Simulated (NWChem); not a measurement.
SnF3 cation; SMILES [F][Sn+]([F])[F]

```xyz
4

Sn     0.0000     0.0000     0.0000
F      1.8084    -0.4846     0.0000
F     -1.3238    -1.3238     0.0000
F     -0.4846     1.8084     0.0000
```
Atoms are numbered in this order, from 1.

Structure relaxed at the PBE0/def2-SVP level. def2 effective core potentials on Sn; no spin-orbit coupling.

### Question
List the 6 lowest vertical singlet excitations from PBE/def2-SVP with def2 effective core potentials on Sn, full TDDFT (NWChem).

### Answer
| state | energy (eV) | oscillator strength | leading excitation (squared amplitude) |
|---|---|---|---|
| S1 | 4.12 | 0.000 | HOMO → LUMO (1.00) |
| S2 | 4.27 | 0.000 | HOMO−1 → LUMO (1.00) |
| S3 | 4.27 | 0.000 | HOMO−2 → LUMO (1.00) |
| S4 | 4.41 | 0.015 | HOMO−3 → LUMO (0.96) |
| S5 | 4.41 | 0.015 | HOMO−4 → LUMO (0.96) |
| S6 | 5.00 | 0.027 | HOMO−5 → LUMO (1.00) |
